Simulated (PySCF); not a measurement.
Molecule: sum formula SiN₃H₆ (charge 0, doublet). It need not be the lowest isomer of its formula. SMILES: [NH][SiH](N)N
Coordinates optimised at B3LYP-D3(BJ)/def2-TZVP (Ansatz):
```xyz
10

Si    -0.1049     0.0798     0.3409
N     -0.4900     1.5868    -0.4643
N     -0.9460    -1.2194    -0.4079
N      1.5728    -0.2762     0.2385
H     -0.3743     0.2975     1.7789
H     -0.6190     1.4989    -1.4758
H     -0.8483    -2.1587    -0.0523
H     -1.8675    -1.0729    -0.7897
H      2.2280     0.1814     0.8534
H      1.9920    -0.5012    -0.6512
```
Charge 0, spin multiplicity 2.

Dispersion corrections to the total energy (kcal/mol) from the dftd3 and dftd4 libraries through PySCF: D3(BJ) without and D4 with the three-body term, each with the damping fitted for the functional named.

```tsv
functional	D3(BJ)	D4
B3LYP	-7.79	___
PBE0	-3.85	-3.60
BHLYP	-6.15	___
HF	-36.17	___
PW6B95	-2.23	-3.85
BLYP	-9.50	-9.59
HSE06	-2.90	-3.33
```

Question: Some entries are withheld; supply them.

Answer: 
- B3LYP, D4: -6.93
- BHLYP, D4: -5.08
- HF, D4: -15.61
